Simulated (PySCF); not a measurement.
Sb(Cl)2(OMe) (CH₃Cl₂OSb), SMILES [O](C)[Sb]([Cl])[Cl]. Atoms are numbered in the order given.

```xyz
8

Sb    -0.6611     0.2264     0.0000
Cl     0.8570     0.7180     1.7936
Cl     0.8570     0.7180    -1.7936
O     -0.4540    -1.7329     0.0000
C      0.8022    -2.3920     0.0000
H      1.3939    -2.1345    -0.8956
H      1.3939    -2.1345     0.8956
H      0.6094    -3.4762     0.0000
```

Coordinates come from a B3LYP-D3(BJ)/def2-SVP optimisation. The def2 effective core potentials stand for the cores of Sb; spin–orbit coupling is left out. One conformer was computed; it need not be the lowest.

These are PySCF with PBE/def2-TZVP values and carry that method's errors.

Symmetry labels are those of the subgroup Cs that the program uses (full group Cs).

### Question
List the valence orbital energies around the gap with their symmetry. (Estimate from the structure and the level; the computed values follow.)

### Answer

```tsv
orbital	symmetry	energy (eV)
HOMO−7	A"	-9.65
HOMO−6	A'	-8.61
HOMO−5	A'	-8.19
HOMO−4	A"	-7.76
HOMO−3	A'	-7.65
HOMO−2	A"	-7.58
HOMO−1	A'	-7.30
HOMO	A"	-6.95
LUMO	A'	-2.60
LUMO+1	A"	-2.45
LUMO+2	A'	-1.79
LUMO+3	A'	1.08
```
